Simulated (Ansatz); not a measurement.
Basis sets compared for VS(OH)3 (VSO3H3). The state is a singlet with charge 0. Geometry r2SCAN-D4/def2-SVP. Ansatz on 4 threads of Arm Neoverse V1 on a shared host; times are rough, and most runs start from earlier orbitals.

```xyz
8

V    -0.006    0.016   -0.017
S     0.569   -1.277    1.422
O    -0.523   -0.864   -1.442
H    -0.516   -1.831   -1.482
O     1.328    1.066   -0.451
H     2.197    0.995   -0.032
O    -1.339    0.999    0.557
H    -1.710    0.896    1.445
```

The restricted singlet is unstable towards broken spin symmetry in Hartree–Fock (as tested in another run); at PBE-D4/def2-SVP, PBE0-D4/def2-SVP, PBE0-D4/def2-TZVP this wasn't settled.

Binding counts from free atoms (V quartet, S triplet, O triplet, H doublet) in the same basis, without a counterpoise term.

```tsv
level	functions	energy (Eh)	HOMO (eV)	LUMO (eV)	binding per atom (eV)	wall time
PBE-D4/def2-SVP	106	-1568.8265	-6.70	-3.40	–	1.1 s
PBE0-D4/def2-SVP	106	-1568.8096	-8.06	-2.79	3.88	1.6 s
```

Question: Estimate the rows for PBE-D4/def2-TZVP, PBE0-D4/def2-TZVP (with forces).

Answer: 
```json
{"level": "PBE-D4/def2-TZVP", "functions": "193", "energy (Eh)": "-1569.3737", "HOMO (eV)": "-6.93", "LUMO (eV)": "-3.66", "binding per atom (eV)": "–", "wall time": "2 s"}
{"level": "PBE0-D4/def2-TZVP (with forces)", "functions": "193", "energy (Eh)": "-1569.3554", "HOMO (eV)": "-8.17", "LUMO (eV)": "-2.91", "binding per atom (eV)": "–", "wall time": "4.3 s"}
```
